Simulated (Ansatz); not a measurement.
Nudged elastic band run: CH4AlBrS

input.yaml

```yaml
crystal:
  periodic: [false, false, false]
  atoms:
    - { symbol: Al, position_ang: [-0.126021, -0.222293, -0.49301] }
    - { symbol: Br, position_ang: [0.900283, -1.547352, -2.016231] }
    - { symbol: S, position_ang: [-2.118884, 0.512139, -0.991881] }
    - { symbol: H, position_ang: [-2.154622, -0.09994, -2.196129] }
    - { symbol: C, position_ang: [0.737651, 0.258598, 1.173609] }
    - { symbol: H, position_ang: [1.418024, -0.535734, 1.517818] }
    - { symbol: H, position_ang: [0.003012, 0.462277, 1.968456] }
    - { symbol: H, position_ang: [1.340558, 1.172205, 1.03747] }
basis:
  gaussian: { orbitals: def2-SVP }
hamiltonian:
  xc: pbe0
  dispersion: d4
neb:
  order_check: false
  images: 7
  f_tol: 0.05
  max_iterations: 60
  final_atoms:
    - { symbol: Al, position_ang: [-0.1197204, -0.19275042, -0.50333495] }
    - { symbol: Br, position_ang: [0.99399839, -1.32537968, -2.11774651] }
    - { symbol: S, position_ang: [-2.18344345, 0.37007061, -0.92761363] }
    - { symbol: H, position_ang: [-2.18938857, -0.17919489, -2.16253445] }
    - { symbol: C, position_ang: [0.73498353, 0.26282554, 1.17420839] }
    - { symbol: H, position_ang: [1.15738147, -0.63352329, 1.65660886] }
    - { symbol: H, position_ang: [0.03422201, 0.73791248, 1.87826998] }
    - { symbol: H, position_ang: [1.57196802, 0.95993966, 1.00224432] }
  initial_path:
    images:
      - { positions_ang: [[-0.126021, -0.222293, -0.49301], [0.900283, -1.547352, -2.016231], [-2.118884, 0.512139, -0.991881], [-2.154622, -0.09994, -2.196129], [0.737651, 0.258598, 1.173609], [1.418024, -0.535734, 1.517818], [0.003012, 0.462277, 1.968456], [1.340558, 1.172205, 1.03747]] }
      - { positions_ang: [[-0.23976986, -0.1189854, -0.42997979], [0.79109459, -1.54500945, -2.06217487], [-2.1894796, 0.53055309, -1.06340429], [-1.92933566, -0.2072164, -2.16728793], [0.73776209, 0.27144385, 1.18754082], [1.4105098, -0.54503729, 1.44317704], [0.06721138, 0.43799319, 2.02958457], [1.35200825, 1.1761584, 1.06264646]] }
      - { positions_ang: [[-0.35351871, -0.0156778, -0.36694958], [0.68190617, -1.5426669, -2.10811874], [-2.26007519, 0.54896718, -1.13492758], [-1.70404932, -0.3144928, -2.13844686], [0.73787318, 0.28428971, 1.20147263], [1.40299561, -0.55434058, 1.36853608], [0.13141076, 0.41370938, 2.09071313], [1.3634585, 1.18011181, 1.08782291]] }
      - { positions_ang: [[-0.46726757, 0.08762979, -0.30391936], [0.57271776, -1.54032435, -2.15406261], [-2.33067079, 0.56738127, -1.20645087], [-1.47876298, -0.4217692, -2.10960579], [0.73798428, 0.29713556, 1.21540445], [1.39548141, -0.56364387, 1.29389512], [0.19561014, 0.38942557, 2.1518417], [1.37490876, 1.18406521, 1.11299937]] }
      - { positions_ang: [[-0.58101643, 0.19093739, -0.24088915], [0.46352934, -1.5379818, -2.20000648], [-2.40126639, 0.58579536, -1.27797416], [-1.25347664, -0.52904559, -2.08076473], [0.73809537, 0.30998141, 1.22933627], [1.38796721, -0.57294716, 1.21925416], [0.25980952, 0.36514176, 2.21297026], [1.38635901, 1.18801862, 1.13817583]] }
      - { positions_ang: [[-0.46569242, 0.09501544, -0.3065006], [0.5961466, -1.48483127, -2.17944148], [-2.34681065, 0.53186417, -1.19038403], [-1.48745462, -0.44158292, -2.10120716], [0.73731741, 0.29819245, 1.2155543], [1.33032078, -0.58809119, 1.32859283], [0.20341265, 0.45833444, 2.12929519], [1.43276126, 1.13099888, 1.10419295]] }
      - { positions_ang: [[-0.35036841, -0.00090651, -0.37211205], [0.72876387, -1.43168074, -2.15887649], [-2.29235492, 0.47793299, -1.10279389], [-1.72143261, -0.35412024, -2.12164959], [0.73653945, 0.28640348, 1.20177233], [1.27267434, -0.60323522, 1.43793151], [0.14701577, 0.55152712, 2.04562012], [1.47916352, 1.07397914, 1.07021008]] }
      - { positions_ang: [[-0.23504441, -0.09682847, -0.4377235], [0.86138113, -1.37853021, -2.1383115], [-2.23789918, 0.4240018, -1.01520376], [-1.95541059, -0.26665757, -2.14209202], [0.73576149, 0.27461451, 1.18799036], [1.2150279, -0.61837926, 1.54727018], [0.09061889, 0.6447198, 1.96194505], [1.52556577, 1.0169594, 1.0362272]] }
      - { positions_ang: [[-0.1197204, -0.19275042, -0.50333495], [0.99399839, -1.32537968, -2.11774651], [-2.18344345, 0.37007061, -0.92761363], [-2.18938857, -0.17919489, -2.16253445], [0.73498353, 0.26282554, 1.17420839], [1.15738147, -0.63352329, 1.65660886], [0.03422201, 0.73791248, 1.87826998], [1.57196802, 0.95993966, 1.00224432]] }
```

Run as:

```bash
$ ansatz run input.yaml --threads 2 --pin off --max-ram 3072MiB --backend cpu --events-out ev --progress --plain --runs-dir out
```

Output, in part (warnings, iteration lines, the closing report on the highest movable image, with atoms numbered from 0):

```
NEB end point (image 0): max|allowed force component| = 8.261e-3 eV/Å (the criterion of neb.relax_end_points is 1.000e-2)
NEB end point (image 8): max|allowed force component| = 8.693e-3 eV/Å (the criterion of neb.relax_end_points is 1.000e-2)
NEB iter   1: max|band force component| = 1.902e0 eV/Å  barrier→ = 2.0551 eV  barrier← = 2.0584 eV  Δτ_max = 0.2000 Å  (234 SCF iters)
NEB iter   2: max|band force component| = 1.712e0 eV/Å  barrier→ = 1.2666 eV  barrier← = 1.2699 eV  Δτ_max = 0.1892 Å  (191 SCF iters)
NEB iter   3: max|band force component| = 3.096e0 eV/Å  barrier→ = 1.0662 eV  barrier← = 1.0694 eV  Δτ_max = 0.0943 Å  (182 SCF iters)
NEB iter   4: max|band force component| = 1.245e0 eV/Å  barrier→ = 0.7512 eV  barrier← = 0.7545 eV  Δτ_max = 0.1881 Å  (175 SCF iters)
NEB iter   5: max|band force component| = 7.192e-1 eV/Å  barrier→ = 0.3407 eV  barrier← = 0.3440 eV  Δτ_max = 0.1910 Å  (177 SCF iters)
NEB iter   6: max|band force component| = 7.677e-1 eV/Å  barrier→ = 0.1458 eV  barrier← = 0.1491 eV  Δτ_max = 0.1983 Å  (177 SCF iters)
NEB iter   7: max|band force component| = 5.922e-1 eV/Å  barrier→ = 0.0348 eV  barrier← = 0.0381 eV  Δτ_max = 0.1988 Å  (180 SCF iters)
NEB iter   8: max|band force component| = 2.126e-1 eV/Å  barrier→ = 0.0057 eV  barrier← = 0.0089 eV  CI = image 4  Δτ_max = 0.1260 Å  (174 SCF iters)
NEB iter   9: max|band force component| = 6.834e-1 eV/Å  barrier→ = 0.0297 eV  barrier← = 0.0330 eV  CI = image 4  Δτ_max = 0.0645 Å  (175 SCF iters)
NEB iter  10: max|band force component| = 3.620e-1 eV/Å  barrier→ = 0.0055 eV  barrier← = 0.0087 eV  CI = image 4  Δτ_max = 0.0602 Å  (170 SCF iters)
NEB iter  11: max|band force component| = 9.903e-2 eV/Å  barrier→ = -0.0009 eV  barrier← = 0.0024 eV  CI = image 1  Δτ_max = 0.0892 Å  (167 SCF iters)
NEB iter  12: max|band force component| = 6.294e-2 eV/Å  barrier→ = -0.0005 eV  barrier← = 0.0028 eV  CI = image 1  Δτ_max = 0.0209 Å  (160 SCF iters)
NEB iter  13: max|band force component| = 4.288e-2 eV/Å  barrier→ = -0.0003 eV  barrier← = 0.0030 eV  CI = image 1  Δτ_max = 0.0000 Å  (350 SCF iters)
Total energy: -88553.48236947 eV, -3254.2804533720 hartree
Atom 0 at    -0.125623    -0.223029    -0.492304 Å, force    -0.000293     0.003333     0.000689 eV/Å
Atom 1 at     0.904872    -1.539028    -2.020530 Å, force     0.000950     0.001310    -0.001076 eV/Å
Atom 2 at    -2.121440     0.503359    -0.989992 Å, force    -0.001307    -0.003604     0.004021 eV/Å
Atom 3 at    -2.153409    -0.104525    -2.196590 Å, force     0.000167     0.000813    -0.002152 eV/Å
Atom 4 at     0.736681     0.259415     1.174289 Å, force    -0.000695    -0.002110    -0.000818 eV/Å
Atom 5 at     1.405938    -0.539814     1.528469 Å, force    -0.001689     0.001625     0.003958 eV/Å
Atom 6 at     0.001434     0.479332     1.964132 Å, force    -0.001598     0.001816    -0.002569 eV/Å
Atom 7 at     1.351548     1.164191     1.032628 Å, force     0.004465    -0.003183    -0.002053 eV/Å
Dipole moment:     0.072090     0.062638     0.174236 e Å
```

It converged. The highest image is an end point: on this band no image between the ends rises above it.

Final band:

| image | path coordinate (Å) | energy (eV) |
| --- | --- | --- |
| 0 | 0.00 | 0.000 |
| 1 | 0.03 | 0.000 |
| 2 | 0.12 | -0.001 |
| 3 | 0.20 | -0.001 |
| 4 | 0.29 | -0.002 |
| 5 | 0.37 | -0.002 |
| 6 | 0.46 | -0.003 |
| 7 | 0.54 | -0.003 |
| 8 | 0.63 | -0.003 |

The run took 4.4 min on 2 threads of Arm Neoverse V1, with other jobs on the host, peak memory 0.24 GiB.
